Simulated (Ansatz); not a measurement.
One change: `C[O][Ga]([SH])[O][SiH3]` becomes `C[O][Ga]([OH])[SH]`.

Ansatz, PBE0-D4/def2-TZVP geometries, multiplicity 1. Each molecule was computed in one conformer, which needn't be the lowest.

Scalar relativity is left out up to krypton.

```json
{"property": "size of the dipole moment (ωB97M-V/def2-TZVPP) / D", "`C[O][Ga]([SH])[O][SiH3]`": "1.13"}
{"property": "LUMO energy (B3LYP/def2-TZVPP) / eV", "`C[O][Ga]([SH])[O][SiH3]`": "-1.32"}
{"property": "HOMO–LUMO gap (ωB97M-V/def2-TZVPP) / eV", "`C[O][Ga]([SH])[O][SiH3]`": "10.87"}
{"property": "HOMO energy (PBE0/def2-TZVPP) / eV", "`C[O][Ga]([SH])[O][SiH3]`": "-7.86"}
{"property": "HOMO–LUMO gap (PBE0/def2-TZVPP) / eV", "`C[O][Ga]([SH])[O][SiH3]`": "6.85"}
{"property": "HOMO–LUMO gap (B3LYP/def2-TZVPP) / eV", "`C[O][Ga]([SH])[O][SiH3]`": "6.29"}
```

(1) Give the same properties after the change, and the shifts. (An estimate is asked.)

Answers

(1) Computed: 
```csv
property,`C[O][Ga]([OH])[SH]`,shift
size of the dipole moment (ωB97M-V/def2-TZVPP) / D,0.66,-0.47
LUMO energy (B3LYP/def2-TZVPP) / eV,-1.09,0.23
HOMO–LUMO gap (ωB97M-V/def2-TZVPP) / eV,11.08,0.21
HOMO energy (PBE0/def2-TZVPP) / eV,-7.79,0.07
HOMO–LUMO gap (PBE0/def2-TZVPP) / eV,7.04,0.19
HOMO–LUMO gap (B3LYP/def2-TZVPP) / eV,6.44,0.15
```

With PBE0 the HOMO rises by 0.07 eV and the LUMO rises by 0.27 eV, so the gap widens by about 0.20 eV. PBE moves the HOMO by 0.11 eV and ωB97M-V by 0.07 eV. Dipoles are sizes alone; their direction can turn.

B3LYP here is the variant with VWN-RPA as its local correlation; programs differ in this.
